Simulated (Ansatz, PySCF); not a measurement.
C3H5BO2, SMILES C=C1OCB1O. Atoms are numbered in the order given.

```xyz
11

C     -1.0484     1.8250     0.0000
C     -0.2338     0.7649     0.0000
O      1.1501     0.8108     0.0000
C      1.3730    -0.6225     0.0000
B     -0.2143    -0.7984     0.0000
O     -1.1343    -1.7697     0.0000
H     -2.1278     1.6685     0.0000
H     -0.6617     2.8476     0.0000
H      1.9358    -0.9372     0.8959
H      1.9358    -0.9372    -0.8959
H     -0.7652    -2.6593     0.0000
```
Charge 0, spin multiplicity 1.

Coordinates come from a PBE0-D3(BJ)/def2-SVP optimisation. The structure was generated by enumeration, and PubChem lists no compound with its InChIKey, so it may never have been made. Other conformers were not sampled.

Two levels are set side by side: PBE-D3(BJ)/def2-SVP (Ansatz, a first-principles code) and PBE0-D3(BJ)/def2-SVP (Ansatz). Each level has its own optimised geometry; the coordinates shown are those of the second. Frequencies come from the Hessian of PySCF at each geometry. Differences are taken from unrounded values.

```csv
quantity,PBE0-D3(BJ)
mean bond length (Å),1.275
bond C1–C2 (Å),1.337
bond C2–O3 (Å),1.385
bond C2–B5 (Å),1.563
bond O3–C4 (Å),1.451
bond C4–B5 (Å),1.597
bond B5–O6 (Å),1.338
bond C1–H7 (Å),1.091
bond C1–H8 (Å),1.093
bond C4–H9 (Å),1.104
bond C4–H10 (Å),1.104
bond O6–H11 (Å),0.963
highest harmonic wavenumber (cm⁻¹),3903
mean harmonic wavenumber (cm⁻¹),1344
zero-point energy (kcal/mol),51.86
```

**Question.** What does PBE-D3(BJ) give, and how far is it from PBE0-D3(BJ)? (Estimate from the structure and the level; the computed values follow.)

**Answer.** 
```csv
quantity,PBE-D3(BJ),PBE-D3(BJ) minus PBE0-D3(BJ)
mean bond length (Å),1.286,0.011
bond C1–C2 (Å),1.350,0.013
bond C2–O3 (Å),1.401,0.017
bond C2–B5 (Å),1.565,0.001
bond O3–C4 (Å),1.473,0.022
bond C4–B5 (Å),1.603,0.006
bond B5–O6 (Å),1.350,0.012
bond C1–H7 (Å),1.099,0.008
bond C1–H8 (Å),1.101,0.008
bond C4–H9 (Å),1.112,0.009
bond C4–H10 (Å),1.112,0.009
bond O6–H11 (Å),0.975,0.012
highest harmonic wavenumber (cm⁻¹),3728,-175
mean harmonic wavenumber (cm⁻¹),1293,-51
zero-point energy (kcal/mol),49.90,-1.96
```

GGA bonds tend to be longer and softer than those of functionals with exact exchange. Differences between two approximate levels are no errors against the true value.
